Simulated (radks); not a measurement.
Results of a calculation; reference values are marked as such.
Initial-state core-level shifts of neutral bromine when its valence configuration changes from [Ar] 3d10 4s2 4p5. Code: a radial shooting solver on a logarithmic mesh with Libxc functionals. Model: scalar-relativistic Kohn-Sham, LDA (Slater exchange, Perdew-Wang correlation), spin-unpolarised, spherical densities, point nucleus. Shifts are changes of the shell-averaged eigenvalues in eV (positive: less bound).

valence,1s,2s,3s,3p
3d9.5 4s2 4p5.5,-7.485,-8.306,-6.326,-6.217
3d9 4s2 4p6,-15.186,-16.867,-12.730,-12.516
3d10 4s1 4p6,-1.570,-1.548,-1.559,-1.550
3d10 4s1.5 4p5.5,-0.794,-0.783,-0.788,-0.783
